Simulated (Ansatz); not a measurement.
Ansatz (an electronic-structure program) job for Cl₂FH₃Si₂, SMILES F[SiH2][SiH](Cl)Cl, PBE-D3(BJ)/def2-SVP. 

Ansatz 0.2 input:
```yaml
crystal:
  periodic: [false, false, false]
  atoms:
    - {symbol: Si, position_ang: [1.77139494, 0.20583293, -0.23198740]}
    - {symbol: F, position_ang: [2.62405491, -0.62875158, 0.88230397]}
    - {symbol: Si, position_ang: [-0.47526613, 0.30214498, 0.41916237]}
    - {symbol: Cl, position_ang: [-1.40652155, 1.41687574, -1.07170728]}
    - {symbol: Cl, position_ang: [-1.25211042, -1.62105081, 0.45913035]}
    - {symbol: H, position_ang: [1.85888297, -0.49978532, -1.53786960]}
    - {symbol: H, position_ang: [2.34308210, 1.57591272, -0.33504290]}
    - {symbol: H, position_ang: [-0.76751892, 0.94192235, 1.72553520]}
basis:
  gaussian:
    orbitals: def2-SVP
hamiltonian:
  xc: pbe
  dispersion: d3bj
relax: {f_tol: 0.002, max_steps: 200}
```

It prints:

```
WARN ansatz: RAYON_NUM_THREADS=1 ignored (pool sized by the plan → 1); use --threads N
Functional definition: PBE
integrals: 0.05 GiB planned
1104 factors; their error is unknown
mean field: 0.26 GiB planned
mean field evaluation 1: about -43532.3435 eV, gradient 3.1e1 eV
mean field evaluation 2: about -43527.6455 eV, gradient 6.5e1 eV
mean field evaluation 4: about -43534.1598 eV, gradient 1.4e0 eV
mean field evaluation 8: about -43534.1669 eV, gradient 4.0e-2 eV
mean field evaluation 16: about -43534.0726 eV, gradient 3.7e-5 eV
mean field -43534.07255336 eV, -1599.8476578819 hartree, gradient 3.7e-5 eV, S^2 0.000000; 0 other end points of the search recorded, 0 dependent functions left out
the calculation of the forces begins
reference -43534.07258654 eV, -1599.8476591012 hartree; 37, 37 occupied and 64, 64 virtual orbitals, 1104 factors
relax step   1: F+E_penalty+E_count = -43534.31259781 eV  Δ(F+E_penalty+E_count) = +0.000e0 eV  max|allowed force component| = 2.621e-1 eV/Å  Δτ_max = 0.0000 Å  (26 SCF iters, accepted)
these checks for a lower state are left out or cut short: starts, cluster_reference, orbital_swaps, neighbouring_geometries, increment
integrals: 0.05 GiB planned
1104 factors; their error is unknown
mean field: 0.25 GiB planned
mean field -43534.08092442 eV, -1599.8479655124 hartree, gradient 1.2e-5 eV, S^2 0.000000; 0 other end points of the search recorded, 0 dependent functions left out
the calculation of the forces begins
reference -43534.08095763 eV, -1599.8479667330 hartree; 37, 37 occupied and 64, 64 virtual orbitals, 1104 factors
relax step   2: F+E_penalty+E_count = -43534.32013990 eV  Δ(F+E_penalty+E_count) = -7.542e-3 eV  max|allowed force component| = 1.359e-1 eV/Å  Δτ_max = 0.0195 Å  (28 SCF iters, accepted)
these checks for a lower state are left out or cut short: starts, cluster_reference, orbital_swaps, neighbouring_geometries, increment
integrals: 0.05 GiB planned
1104 factors; their error is unknown
mean field: 0.25 GiB planned
mean field -43534.08173851 eV, -1599.8479954298 hartree, gradient 1.0e-5 eV, S^2 0.000000; 0 other end points of the search recorded, 0 dependent functions left out
the calculation of the forces begins
reference -43534.08177172 eV, -1599.8479966504 hartree; 37, 37 occupied and 64, 64 virtual orbitals, 1104 factors
relax step   3: F+E_penalty+E_count = -43534.32102051 eV  Δ(F+E_penalty+E_count) = -8.806e-4 eV  max|allowed force component| = 5.120e-2 eV/Å  Δτ_max = 0.0132 Å  (29 SCF iters, accepted)
these checks for a lower state are left out or cut short: starts, cluster_reference, orbital_swaps, neighbouring_geometries, increment
integrals: 0.05 GiB planned
1104 factors; their error is unknown
mean field: 0.25 GiB planned
mean field evaluation 32: about -43534.1745 eV, gradient 5.9e-1 eV
mean field -43534.08217037 eV, -1599.8480113004 hartree, gradient 1.3e-5 eV, S^2 0.000000; 0 other end points of the search recorded, 0 dependent functions left out
the calculation of the forces begins
reference -43534.08220356 eV, -1599.8480125202 hartree; 37, 37 occupied and 64, 64 virtual orbitals, 1104 factors
relax step   4: F+E_penalty+E_count = -43534.32139250 eV  Δ(F+E_penalty+E_count) = -3.720e-4 eV  max|allowed force component| = 1.116e-2 eV/Å  Δτ_max = 0.0143 Å  (28 SCF iters, accepted)
these checks for a lower state are left out or cut short: starts, cluster_reference, orbital_swaps, neighbouring_geometries, increment
integrals: 0.05 GiB planned
1104 factors; their error is unknown
mean field: 0.25 GiB planned
mean field -43534.08212844 eV, -1599.8480097594 hartree, gradient 4.7e-5 eV, S^2 0.000000; 0 other end points of the search recorded, 0 dependent functions left out
the calculation of the forces begins
reference -43534.08216162 eV, -1599.8480109789 hartree; 37, 37 occupied and 64, 64 virtual orbitals, 1104 factors
relax step   5: F+E_penalty+E_count = -43534.32142011 eV  Δ(F+E_penalty+E_count) = -2.761e-5 eV  max|allowed force component| = 5.169e-3 eV/Å  Δτ_max = 0.0027 Å  (19 SCF iters, accepted)
these checks for a lower state are left out or cut short: starts, cluster_reference, orbital_swaps, neighbouring_geometries, increment
integrals: 0.05 GiB planned
1104 factors; their error is unknown
mean field: 0.25 GiB planned
mean field -43534.08212452 eV, -1599.8480096156 hartree, gradient 9.8e-6 eV, S^2 0.000000; 0 other end points of the search recorded, 0 dependent functions left out
the calculation of the forces begins
reference -43534.08215770 eV, -1599.8480108348 hartree; 37, 37 occupied and 64, 64 virtual orbitals, 1104 factors
relax step   6: F+E_penalty+E_count = -43534.32143584 eV  Δ(F+E_penalty+E_count) = -1.573e-5 eV  max|allowed force component| = 4.494e-3 eV/Å  Δτ_max = 0.0032 Å  (21 SCF iters, accepted)
these checks for a lower state are left out or cut short: starts, cluster_reference, orbital_swaps, neighbouring_geometries, increment
integrals: 0.05 GiB planned
1104 factors; their error is unknown
mean field: 0.25 GiB planned
mean field -43534.08208921 eV, -1599.8480083180 hartree, gradient 1.9e-5 eV, S^2 0.000000; 0 other end points of the search recorded, 0 dependent functions left out
the calculation of the forces begins
reference -43534.08212238 eV, -1599.8480095369 hartree; 37, 37 occupied and 64, 64 virtual orbitals, 1104 factors
relax step   7: F+E_penalty+E_count = -43534.32144898 eV  Δ(F+E_penalty+E_count) = -1.314e-5 eV  max|allowed force component| = 1.318e-3 eV/Å  Δτ_max = 0.0044 Å  (21 SCF iters, accepted)
these checks for a lower state are left out or cut short: starts, cluster_reference, orbital_swaps, neighbouring_geometries, increment
integrals: 0.05 GiB planned
1104 factors; their error is unknown
mean field: 0.25 GiB planned
mean field -43534.08208496 eV, -1599.8480081617 hartree, gradient 6.5e-6 eV, S^2 0.000000; 0 other end points of the search recorded, 0 dependent functions left out
the calculation of the forces begins
reference -43534.08211812 eV, -1599.8480093804 hartree; 37, 37 occupied and 64, 64 virtual orbitals, 1104 factors
relax step   8: F+E_penalty+E_count = -43534.32145089 eV  Δ(F+E_penalty+E_count) = -1.912e-6 eV  max|allowed force component| = 5.208e-4 eV/Å  Δτ_max = 0.0020 Å  (22 SCF iters, accepted)
integrals: 0.05 GiB planned
1104 factors; their error is unknown
mean field: 0.25 GiB planned
mean field evaluation 64: about -43527.3322 eV, gradient 6.6e1 eV
mean field -43534.08208496 eV, -1599.8480081617 hartree, gradient 6.5e-6 eV, S^2 0.000000; 1 other end points of the search recorded, 0 dependent functions left out
the calculation of the forces begins
reference -43534.08211812 eV, -1599.8480093804 hartree; 37, 37 occupied and 64, 64 virtual orbitals, 1104 factors
Total energy: -43534.32148406 eV, -1599.8568059161 hartree
Atom 0 at     1.773834     0.203771    -0.227583 Å, force     0.000340     0.000224     0.000099 eV/Å
Atom 1 at     2.649752    -0.640912     0.877501 Å, force    -0.000202    -0.000046    -0.000287 eV/Å
Atom 2 at    -0.478616     0.298269     0.424468 Å, force    -0.000100     0.000183    -0.000505 eV/Å
Atom 3 at    -1.387271     1.413250    -1.086677 Å, force     0.000022    -0.000036     0.000017 eV/Å
Atom 4 at    -1.262217    -1.626679     0.468398 Å, force    -0.000342    -0.000521     0.000148 eV/Å
Atom 5 at     1.847296    -0.496505    -1.553530 Å, force     0.000191    -0.000073     0.000091 eV/Å
Atom 6 at     2.342514     1.590645    -0.330289 Å, force    -0.000072     0.000049     0.000082 eV/Å
Atom 7 at    -0.789294     0.951264     1.737237 Å, force     0.000162     0.000220     0.000355 eV/Å
Dipole moment:     0.068921     0.197861    -0.013033 e Å
```

The run converged.

Cost: very roughly 29 core-seconds.
